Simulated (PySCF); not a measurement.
# Frontier orbitals and the lowest excitations

Species: H₈O₄Si₃.
Geometry (GFN2-xTB, Å), atoms numbered from 1 in this order:
```xyz
15
H8O4Si3 angstrom
O     -3.2659    0.9379   -0.0045
Si    -1.6679    0.8480   -0.1791
O     -1.3625    0.2358   -1.6516
O     -1.0276   -0.1119    0.9708
Si     0.2199   -0.9897    1.4802
O      1.4723   -0.8289    0.4578
Si     2.4641   -0.0518   -0.5515
H     -3.8331    0.2441   -0.3319
H     -1.1881    2.1971    0.0301
H     -0.4790   -0.0478   -1.8711
H     -0.1444   -2.3967    1.3960
H      0.6153   -0.4580    2.7748
H      1.6697    0.5851   -1.6116
H      3.2101    0.9538    0.2009
H      3.3128   -1.1091   -1.0952
```

Computed with TDDFT B3LYP/def2-SVPD, vertical, gas phase, core orbitals frozen in the response (PySCF). GFN2-xTB frequencies show an imaginary mode (53i cm⁻¹), so this geometry is no minimum at that level.

Frontier orbitals with the atoms that hold most of them (Löwdin shares over 4%, at most four atoms; ? is withheld):

| orbital | ε (eV) | atoms |
| --- | --- | --- |
| HOMO-3 | -9.27 | O3 36%, O4 15%, O6 11%, Si7 10% |
| HOMO-2 | -9.07 | O3 24%, H9 15%, Si2 15%, O4 14% |
| HOMO-1 | -8.95 | ? |
| HOMO | -8.42 | O6 20%, Si5 18%, O4 16%, H12 14% |
| LUMO | -0.55 | ? |
| LUMO+1 | 0.03 | Si7 17%, Si2 13%, O1 12%, O3 8% |
| LUMO+2 | 0.33 | Si7 29%, O1 14%, H8 10%, H15 8% |

(1) Which atoms hold the HOMO-1, and with what shares?

(2) Which atoms hold the LUMO, and with what shares?

(3) The HOMO–LUMO gap is 7.87 eV. Where does the response calculation put the lowest singlet, and from which orbitals?

(4) Give energy, strength and leading configuration of S1 and S2, and follow the Löwdin shares of the leading atoms from the occupied to the empty orbital.

Results:

(1) O6 (bonded to 2 Si) 28%; O1 (bonded to Si and H) 16%; O4 (bonded to 2 Si) 16%; Si7 (bonded to O and 3 H) 13%. By element: oxygen 60% or more, silicon 13% or more.

(2) Si7 (bonded to O and 3 H) 30%; Si5 (bonded to 2 O and 2 H) 10%; H13 (bonded to Si) 9%; H14 (bonded to Si) 8%. By element: silicon 40% or more, hydrogen 17% or more.

(3) S1 is at 6.93 eV (f = 0.0042), 0.94 eV below the gap, made of HOMO→LUMO (95%). 

(4) 
- S1 (6.93 eV, f 0.0042), HOMO→LUMO (95%): O6 20% → at most 8%, Si5 18% → 10%, Si7 at most 14% → 30%
- S2 (7.37 eV, f 0.0034), HOMO-1→LUMO (90%): O6 28% → at most 8%, O1 16% → at most 8%, Si7 13% → 30%, Si5 at most 14% → 10%

One conformer stands for the species.
